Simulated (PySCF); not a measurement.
[CuI4]2- holds Cu(II), d9, at total charge -2. The structure is a model geometry with rigid ligands and bond lengths from ionic radii, not a minimum; coordination tetrahedral, point group Td, metal–donor distances 2.67 Å.

The d shell alone is too small an active space for [CuI4]2- (Cu(II) with such soft donors has much ligand-hole, Cu(I)-like character): its levels, fitted parameters, g values and moments show what this model gives and aren't sound predictions.

```
5

Cu    0.000    0.000    0.000
I     1.542    1.542    1.542
I    -1.542   -1.542    1.542
I    -1.542    1.542   -1.542
I     1.542   -1.542   -1.542
```

Method (PySCF 2.14, density fitting): CASSCF(9,5) with orbitals averaged over all microstates of the shell, strongly contracted NEVPT2 on the averaged canonical orbitals; basis x2c-TZVPall on the metal, x2c-SVPall elsewhere; spin-free X2C; IEF-PCM water; spin-orbit coupling by state interaction with the mean-field operator over all roots.

Question: Which term lies lowest, and with what spin?

Answer: 2T2 (S = 1/2, orbital degeneracy 3), with 4.0 electrons in the lower (e-type) set and 5.0 in the upper (t2-type) set, by NEVPT2.

Question: Where do the spin-allowed transitions within the shell lie?

Answer: By NEVPT2: 2E at 2753 cm⁻¹. The strongest, at 2753 cm⁻¹, has f = 1.6e-05.

Question: What ligand-field parameters describe the result?

Answer: At NEVPT2 level: orbital energies 0, 0, 2753, 2753, 2753 cm⁻¹; 10Dq = 2753 cm⁻¹; ζ = 773 cm⁻¹ (free ion 818).

Question: What magnetic behaviour follows?

Answer: Degenerate or low-lying orbital states mix with the ground state, so no spin-only Hamiltonian applies. The lowest spin-orbit level is 2-fold, effective g = 1.92, 1.92, 1.92; the next lies at 731.9 cm⁻¹. μeff is 2.69 μB at 300 K and 1.71 μB at 10 K; the spin-only value is 1.73 μB.

Ligand-hole states mix strongly into such Cu(II) halides; the d shell alone makes them too ionic, overstates g shifts and moments and can put the wrong state lowest. The ground state is orbitally degenerate in this regular structure, which would distort (Jahn–Teller), so its moment is that of the undistorted model.

The job took 55 s on one thread of Arm Neoverse V1 (shared host), with 192 basis functions and a peak of 0.64 GiB, launched as `OMP_NUM_THREADS=1 python lf_run.py task.json out`.
